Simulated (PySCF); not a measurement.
CH5BrSi, SMILES C[SiH2]Br (PBE0/def2-SVP optimised geometry):

```
8

Si    -0.897    -0.384     0.000
C     -1.528    -1.298     1.502
Br     1.340    -0.384     0.000
H     -1.340     1.040     0.000
H     -1.339    -1.040    -1.264
H     -1.178    -2.341     1.500
H     -2.630    -1.300     1.504
H     -1.179    -0.816     2.427
```

Level of theory: PBE0/def2-TZVP (PySCF 2.14.0).

Problem. What are the frontier orbital energies and the dipole moment?

Solution. HOMO-2 -9.93 eV, HOMO-1 -8.27 eV, HOMO -8.26 eV, LUMO 0.09 eV, LUMO+1 0.75 eV; dipole moment 1.97 D.

Meta-Löwdin charges at PBE0/def2-TZVP: Si1 0.65, C2 -0.60, Br3 -0.28, H4 -0.09, H5 -0.09, H6 0.14, H7 0.14, H8 0.14.
